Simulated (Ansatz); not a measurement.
**Two structures, one formula**

The two ends of one reaction step of TiNH$_{3}$OF$_{2}$, singlet (PBE0-D4/def2-TZVP).

A:

```xyz
8
angstrom
Ti -0.8656 -0.5523 -0.4080
N 0.8503 0.5322 0.3925
O -0.1451 -1.6524 -1.3329
H 1.7010 0.1183 0.0250
F -1.6876 0.7668 -1.3219
F -1.5761 -1.2081 1.1139
H 0.8350 1.5117 0.1254
H 0.8881 0.4838 1.4061
```

B:

```xyz
8
angstrom
Ti -0.6167 -0.2414 -0.1676
N 0.5052 0.9392 0.7362
O 0.3408 -1.3950 -1.1435
H 1.2806 -1.5151 -1.2813
F -1.6228 0.7145 -1.2529
F -1.5183 -1.1445 1.0471
H 0.7867 1.8438 0.3843
H 0.8445 0.7985 1.6778
```

Program: Ansatz 0.2.0. Basis: def2-TZVPP. Cores are frozen in the correlated methods. B3LYP uses VWN-RPA correlation.

Problem. Which structure is lower at CCSD(T), and by how much? (Judge from chemistry; the value comes from the calculation.)

Solution. By the calculation: A, by 25.2 kJ/mol (electronic energy, against the other). By their contacts, A is TiNH₃OF₂ ([NH3][Ti]([O])([F])[F]) and B is TiNH₃OF₂ ([NH2][Ti]([OH])([F])[F]).

Problem. Do the other methods give the same order? (Judge from chemistry; the calculation decides.)

Solution. Computed: Not all: SPW92, r2SCAN-D4, B97M-V, PBE0-D4, B3LYP-D4, r2SCAN0-D4, BHLYP-D4, CAM-B3LYP-D4, HF give the other order.

```tsv
method	E(B) − E(A) (kJ/mol)
SPW92	-8.9
PBE-D4	2.3
BLYP-D4	2.2
r2SCAN-D4	-3.6
B97M-V	-3.6
PBE0-D4	-1.9
B3LYP-D4	-1.3
r2SCAN0-D4	-6.6
BHLYP-D4	-10.3
CAM-B3LYP-D4	-1.5
wB97X-V	4.1
wB97M-V	0.8
B2PLYP	29.2
PBE-QIDH	25.5
RPA on PBE	19.3
HF	-30.6
MP2	66.6
CCSD	9.8
CCSD(T)	25.2
```

T1 diagnostic: at most 0.025.

Labels in which every atom is bracketed show which atoms are joined, not bond orders.

For scale, one of the runs: CCSD(T)/def2-TZVPP, 230 basis functions, launched by `ansatz run in.yaml --threads 8 --pin off --events-out ev --progress --plain --max-ram 19148MiB`. The run took 38 s on 8 CPU threads of an AMD EPYC 9R45 (shared host), with 4.7 GiB of host memory at its peak.
